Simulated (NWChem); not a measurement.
System: C$_{3}$H$_{4}$ClF; SMILES C/C(F)=C\Cl

Input file for NWChem:

```
start job
memory heap 200 mb stack 900 mb global 1100 mb
geometry units angstroms noautosym nocenter noautoz
  C     -1.422875     1.035822     0.000000
  C      0.046481     0.857251     0.000000
  F      0.725513     2.010645     0.000000
  C      0.759666    -0.272560     0.000000
  Cl     0.049839    -1.841226     0.000000
  H     -1.733602     1.609553     0.887607
  H     -1.933888     0.066197     0.000000
  H     -1.733602     1.609553    -0.887607
  H      1.850360    -0.248299     0.000000
end
basis spherical
  * library 6-31g*
end
dft
  xc m06-2x
  iterations 150
end
cosmo
  dielec 11.7
end
task dft energy
```

Structure relaxed at the PBE0/def2-SVP level.

Level: M06-2X/6-31G* with COSMO at NWChem's default radii, gas-phase geometry; the question gives the dielectric constant.

Q: What results follow from this input? (M06-2X/6-31G* (spherical d), COSMO on the gas-phase geometry.) Quantities: electrostatic solvation energy (kcal/mol); dipole in solution (D).

A: 
| Quantity | Result |
|---|---|
| electrostatic solvation energy (kcal/mol) | -2.2 |
| dipole in solution (D) | 1.25 |
